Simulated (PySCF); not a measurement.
[WO3Cl]- (charge -1 and singlet state).
Geometry (PBE0-D3(BJ)/def2-SVP, Å), atoms numbered from 1 in this order:
```
atom  x, y, z in Å
W1     0.0661    0.0701    0.0385
O2     0.0012   -0.0724    1.7705
O3     1.7284    0.1659   -0.4621
O4    -0.7582    1.5233   -0.4440
Cl5   -0.9626   -1.7973   -0.9651
```

Method: PySCF 2.14.0, PBE0-D3(BJ)/def2-SVP geometry optimisation, gas phase, def2 core potentials past Kr.

Masses are those of the commonest isotopes; rigid-rotor values at the optimised geometry. 

Problem. Give the principal moments of inertia and the rotational constants in GHz.

Solution. Ia = 128.37, Ib = 264.11, Ic = 264.13 u·Å²; 505379 MHz·u·Å²/I gives 3937, 1913 and 1913 MHz, that is A = 3.9369, B = 1.9135, C = 1.9134 GHz.

Problem. Classify the top.

Solution. A prolate symmetric top, as the point group C3v requires two equal moments. Ray's parameter κ = (2B − A − C)/(A − C) = -1.000; −1 is the prolate and +1 the oblate limit.

Problem. Where do the R-branch lines fall?

Solution. The dipole of 1.84 D (about the centre of mass, as the species is charged) lies along the symmetry axis, so ΔK = 0 and J+1 ← J falls at 2B(J+1) for every K: 3.83 GHz, 7.65 GHz, 11.48 GHz, 15.31 GHz, 19.13 GHz for J = 0 to 4.

Problem. Estimate the classical rotational partition function at 100 K, 200 K and 500 K.

Solution. Point group C3v, symmetry number σ = 3; q = (√π/σ)·√((kT/h)³/(ABC)), k/h = 20836.6 MHz/K: 14800 at 100 K, 41900 at 200 K, 165000 at 500 K.

Whether it is a minimum is left open (no frequencies). The geometry's basis has no diffuse functions, a weakness for an anion. No vibrational averaging or centrifugal distortion is included, and the geometry carries the error of its method.
